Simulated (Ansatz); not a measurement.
Geometry optimisation, RKS PBE/def2-SVP (Ansatz).

input.yaml

```yaml
crystal:
  periodic: [false, false, false]
  atoms:
    - { symbol: Ge, position_ang: [0.0, 0.0, 0.0] }
    - { symbol: Ge, position_ang: [0.0, 0.0, 2.4] }
    - { symbol: H, position_ang: [-1.3958, -0.4318, 2.9174] }
    - { symbol: H, position_ang: [1.0719, -0.9929, 2.9174] }
    - { symbol: H, position_ang: [0.324, 1.4247, 2.9174] }
    - { symbol: F, position_ang: [1.5842, 0.0, -0.5594] }
    - { symbol: F, position_ang: [-0.7913, 1.3709, -0.5594] }
    - { symbol: F, position_ang: [-0.7913, -1.3709, -0.5594] }
basis:
  gaussian: { orbitals: def2-SVP }
hamiltonian:
  xc: pbe
relax:
  f_tol: 0.02
  max_steps: 40
```

Command:

```bash
$ ansatz run input.yaml --threads 4 --pin off --max-ram 5120MiB --backend cpu --events-out ev --progress --plain --runs-dir out
```

**Question.** Where does it end, and by what steps?

**Answer.** It converged. The force dipped under the threshold on the way, but the program's further checks kept it going. After 9 steps the energy has fallen by 0.296 eV; H5 moved furthest, 0.24 Å.

```tsv
step	energy less start (eV)	largest force component (eV/Å)	accepted
0	0.0000	2.987	yes
1	-0.2507	1.193	yes
2	-0.2900	0.099	yes
3	-0.2919	0.053	yes
4	-0.2939	0.005	yes
5	-0.2944	0.085	yes
6	-0.2952	0.031	yes
7	-0.2954	0.002	yes
8	-0.2956	0.005	yes
9	-0.2956	0.005	yes
```

```xyz
8
Properties=species:S:1:pos:R:3
Ge 0.000 0.000 0.057
Ge 0.001 0.000 2.489
H -1.460 -0.199 2.949
H 0.903 -1.165 2.953
H 0.558 1.364 2.952
F 1.585 0.224 -0.641
F -0.986 1.260 -0.642
F -0.598 -1.484 -0.642
```

Whether the end is a true minimum wasn't checked by a vibrational analysis.

Run time: 18 s on 4 threads of Intel(R) Xeon(R) Platinum 8259CL CPU @ 2.50GHz (Skylake/Cascade Lake) (shared host), peak memory 0.21 GiB.
